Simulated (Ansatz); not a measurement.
Sn(H)2(vinyl)(OH) (C2H6OSn), SMILES C=[CH][SnH2][OH].

Geometry optimised at PBE0-D3(BJ)/def2-SVP. The structure was generated by enumeration; whether it is a known compound was not checked. The def2 effective core potentials stand for the cores of Sn; spin–orbit coupling is left out. The values are those of a single conformer.

Two levels are set side by side: PBE/def2-SVPD (Ansatz, a program for electronic structure) and PBE0/def2-SVPD (Ansatz). Energy differences of separate SCF runs at the same geometry; the states with an electron removed or added have multiplicity 2 and 2. Differences are taken from unrounded values.

```tsv
quantity	PBE0	PBE	PBE minus PBE0
vertical ionisation energy (eV)	9.95	9.53	-0.42
vertical singlet–triplet gap (eV)	4.15	4.30	0.15
```
